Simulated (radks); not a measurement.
Task: These are the eigenvalues of the occupied orbitals of an atom or ion with whole-number occupations (hartree). Calculated with a radial shooting solver on a logarithmic mesh with Libxc functionals: scalar-relativistic Kohn-Sham, r2SCAN, spin-unpolarised, spherical densities, finite nucleus; meta-GGA in the generalised Kohn-Sham scheme; Fermi nuclear charge, rms radius of each element as measured or else 0.836 A^(1/3) + 0.57 fm.

1s: -770.3925
2s: -111.9133
2p: -100.2582
3s: -21.14676
3p: -17.28258
3d: -11.04853
4s: -4.35184
4p: -3.25154
4d: -1.63935
5s: -1.17838

Which element is it, and in what charge state? The configuration may be excited.

Result: Z = 43, technetium, charge +3: Tc3+ in [Ar] 3d10 4s2 4p4 4d4 5s2. The list shows which subshells hold electrons but not how many an open one holds; the 1s level, -770.39 hartree, gives Z - s = 39.3 by -(Z - s)^2/2, which with screening and relativity narrows Z to a few neighbours, and the depths of the outer levels then fix element, charge and occupations together.
